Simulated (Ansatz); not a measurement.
**Nudged elastic band run: BBrH5NO**

input.yaml

```yaml
crystal:
  periodic: [false, false, false]
  atoms:
    - { symbol: B, position_ang: [0.128933, -0.454712, 0.260024] }
    - { symbol: "N", position_ang: [0.009658, -0.074801, 1.622557] }
    - { symbol: H, position_ang: [-0.855236, -0.215785, 2.128665] }
    - { symbol: H, position_ang: [0.828146, -0.050071, 2.222114] }
    - { symbol: O, position_ang: [1.374187, -0.533325, -0.276074] }
    - { symbol: H, position_ang: [1.364081, -0.733867, -1.21502] }
    - { symbol: H, position_ang: [-0.873416, -0.664445, -0.386829] }
    - { symbol: Br, position_ang: [-0.466103, 3.272737, 1.364582] }
    - { symbol: H, position_ang: [-0.241951, 1.835868, 1.426481] }
basis:
  gaussian: { orbitals: def2-SVP }
hamiltonian:
  xc: pbe0
neb:
  order_check: false
  images: 7
  f_tol: 0.05
  max_iterations: 60
  initial_path: linear
  final_atoms:
    - { symbol: B, position_ang: [-0.04603065, 0.22558013, 0.23228469] }
    - { symbol: "N", position_ang: [0.06548917, 0.15902765, 1.84222287] }
    - { symbol: H, position_ang: [-0.82943612, 0.38325353, 2.27793569] }
    - { symbol: H, position_ang: [0.38214546, -0.76357491, 2.14961974] }
    - { symbol: O, position_ang: [1.27289541, -0.00920183, -0.19049309] }
    - { symbol: H, position_ang: [1.32707676, -0.10540846, -1.14397412] }
    - { symbol: H, position_ang: [-0.93377683, -0.53709924, -0.11702064] }
    - { symbol: Br, position_ang: [-0.71998567, 2.16956875, -0.04414513] }
    - { symbol: H, position_ang: [0.74992147, 0.85945338, 2.14006999] }
```

Command:

```bash
$ ansatz run input.yaml --threads 2 --pin off --max-ram 3072MiB --backend cpu --events-out ev --progress --plain --runs-dir out
```

Output, in part (warnings, iteration lines, the closing report on the highest movable image, with atoms numbered from 0):

```
NEB end point (image 0): max|allowed force component| = 2.189e-2 eV/Å (the criterion of neb.relax_end_points is 1.000e-2)
NEB end point (image 8): max|allowed force component| = 1.755e-2 eV/Å (the criterion of neb.relax_end_points is 1.000e-2)
NEB iter   1: max|band force component| = 1.062e1 eV/Å  barrier→ = 1.8833 eV  barrier← = 2.1940 eV  Δτ_max = 0.2000 Å  (229 SCF iters)
NEB iter   2: max|band force component| = 1.426e0 eV/Å  barrier→ = 0.5998 eV  barrier← = 0.9105 eV  Δτ_max = 0.1980 Å  (200 SCF iters)
NEB iter   3: max|band force component| = 9.295e-1 eV/Å  barrier→ = 0.4809 eV  barrier← = 0.7916 eV  Δτ_max = 0.2000 Å  (195 SCF iters)
NEB iter   4: max|band force component| = 2.112e0 eV/Å  barrier→ = 0.4438 eV  barrier← = 0.7545 eV  Δτ_max = 0.0988 Å  (202 SCF iters)
NEB iter   5: max|band force component| = 6.769e-1 eV/Å  barrier→ = 0.3572 eV  barrier← = 0.6679 eV  Δτ_max = 0.1422 Å  (204 SCF iters)
NEB iter   6: max|band force component| = 5.637e-1 eV/Å  barrier→ = 0.3484 eV  barrier← = 0.6591 eV  Δτ_max = 0.0572 Å  (201 SCF iters)
NEB iter   7: max|band force component| = 4.768e-1 eV/Å  barrier→ = 0.3638 eV  barrier← = 0.6745 eV  CI = image 3  Δτ_max = 0.2000 Å  (209 SCF iters)
NEB iter   8: max|band force component| = 2.980e-1 eV/Å  barrier→ = 0.3929 eV  barrier← = 0.7036 eV  CI = image 3  Δτ_max = 0.1926 Å  (199 SCF iters)
NEB iter   9: max|band force component| = 8.579e-1 eV/Å  barrier→ = 0.4406 eV  barrier← = 0.7513 eV  CI = image 3  Δτ_max = 0.0955 Å  (207 SCF iters)
NEB iter  10: max|band force component| = 9.932e-1 eV/Å  barrier→ = 0.4272 eV  barrier← = 0.7379 eV  CI = image 3  Δτ_max = 0.1809 Å  (191 SCF iters)
NEB iter  11: max|band force component| = 6.132e-1 eV/Å  barrier→ = 0.4433 eV  barrier← = 0.7540 eV  CI = image 3  Δτ_max = 0.1846 Å  (197 SCF iters)
NEB iter  12: max|band force component| = 4.862e-1 eV/Å  barrier→ = 0.3970 eV  barrier← = 0.7077 eV  CI = image 3  Δτ_max = 0.0980 Å  (181 SCF iters)
NEB iter  13: max|band force component| = 1.494e-1 eV/Å  barrier→ = 0.3736 eV  barrier← = 0.6843 eV  CI = image 3  Δτ_max = 0.0311 Å  (191 SCF iters)
NEB iter  14: max|band force component| = 1.680e-1 eV/Å  barrier→ = 0.3739 eV  barrier← = 0.6846 eV  CI = image 3  Δτ_max = 0.0155 Å  (195 SCF iters)
NEB iter  15: max|band force component| = 6.430e-2 eV/Å  barrier→ = 0.3733 eV  barrier← = 0.6840 eV  CI = image 3  Δτ_max = 0.0229 Å  (174 SCF iters)
NEB iter  16: max|band force component| = 3.437e-2 eV/Å  barrier→ = 0.3731 eV  barrier← = 0.6837 eV  CI = image 3  Δτ_max = 0.0000 Å  (373 SCF iters)
Total energy: -74318.80561788 eV, -2731.1657313615 hartree
Atom 0 at     0.042512    -0.095789     0.238911 Å, force     0.013066    -0.013062     0.011035 eV/Å
Atom 1 at    -0.015393    -0.021920     1.747722 Å, force     0.016649     0.013123    -0.015286 eV/Å
Atom 2 at    -0.830359    -0.442987     2.190021 Å, force     0.002560    -0.001456     0.007247 eV/Å
Atom 3 at     0.850230    -0.287745     2.218197 Å, force    -0.004513    -0.013835     0.003416 eV/Å
Atom 4 at     1.277777    -0.268415    -0.251805 Å, force    -0.014976     0.005525    -0.008267 eV/Å
Atom 5 at     1.318633    -0.224436    -1.212622 Å, force     0.005715    -0.004214     0.001584 eV/Å
Atom 6 at    -0.984596    -0.173550    -0.377795 Å, force    -0.000475     0.005495    -0.003119 eV/Å
Atom 7 at    -0.265469     2.740665     0.854089 Å, force     0.001923     0.001033    -0.000055 eV/Å
Atom 8 at    -0.125037     1.155777     1.739781 Å, force    -0.019949     0.007392     0.003445 eV/Å
Dipole moment:     0.126859    -1.409308     0.196481 e Å
```

The run converged. Another band between the same ends (7 images) ends at a top of the same energy, where a vibrational analysis finds 1 clearly imaginary mode. The orbitals stay closed-shell, which can raise the energy where a bond breaks towards radicals; this wasn't checked here.

Final band (atoms are numbered from 1 in the order of the input):

```
image  path coordinate (Å)  energy (eV)  Br8–H9 (Å)  B1–Br8 (Å)  N2–H9 (Å)
    0                 0.00         0.00        1.46        3.93       1.94
    1                 0.51         0.01        1.46        3.66       1.93
    2                 1.02         0.11        1.50        3.24       1.70
    3                 1.53         0.37        1.82        2.92       1.18
    4                 2.07         0.10        2.08        2.42       1.05
    5                 2.61        -0.24        2.53        2.10       1.02
    6                 3.14        -0.26        2.66        2.08       1.02
    7                 3.68        -0.29        2.77        2.08       1.02
    8                 4.22        -0.31        2.94        2.08       1.02
```

Time of the run: 4.5 min on 2 threads of Arm Neoverse V1, on a shared host, peak memory 0.22 GiB.
